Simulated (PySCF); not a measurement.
HSE06 on Ga⁻ (gallium, charge -1), [Ar] 3d10 4s2 4p2, high-spin 3P determinant. All numbers are calculated (PySCF 2.14, the non-relativistic Hamiltonian (point nucleus), in def2-QZVPPD).

```
cycle= 1 E= -1924.59969339247  delta_E= -0.0111  |g|= 0.187  |ddm|= 0.193
cycle= 2 E= -1924.59540696855  delta_E= 0.00429  |g|= 0.263  |ddm|= 0.131
cycle= 3 E= -1924.60364163411  delta_E= -0.00823  |g|= 0.00858  |ddm|= 0.0797
cycle= 4 E= -1924.60367153397  delta_E= -2.99e-05  |g|= 0.000627  |ddm|= 0.0134
cycle= 5 E= -1924.60367191641  delta_E= -3.82e-07  |g|= 5.6e-05  |ddm|= 0.00211
cycle= 6 E= -1924.60367191885  delta_E= -2.44e-09  |g|= 9.64e-06  |ddm|= 0.000192
cycle= 7 E= -1924.60367191887  delta_E= -1.46e-11  |g|= 5.1e-07  |ddm|= 9.87e-06
converged SCF energy = -1924.60367191887  <S^2> = 2.0032606  2S+1 = 3.0021729
```

Highest occupied orbital energy: 1.763 eV; ⟨L²⟩ = 2.01; populations by l: s 8.00, p 14.00, d 10.00, f 0.00.

(1) Can this result be used?

Results:

(1) With care. Self-consistency was reached. At HSE06 the highest occupied level has a positive energy, so only the finite basis holds that electron; in a semilocal or global hybrid functional this comes from self-interaction and does not mean that the real anion is unbound.
